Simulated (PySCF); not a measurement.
SiBr2, SMILES Br[Si]Br (connectivity only; charge and spin as stated), neutral, multiplicity 1.

The structure is a stationary point at B3LYP-D3(BJ)/def2-TZVP. The isomer is the one that the SMILES or the coordinates give; other isomers of the formula were not compared.

The numbers are results of B3LYP-D3(BJ)/def2-TZVP (PySCF), not measurements.

Frequencies are harmonic and unscaled.

Computed normal modes with their intensities:
```tsv
mode	ν (cm⁻¹)	IR (km/mol)	moving atoms (share of kinetic energy)
1	120	0.2	Br 90 %, Si 10 %
2	388	155.5	Si 78 %, Br 22 %
3	391	47.5	Si 75 %, Br 25 %
```
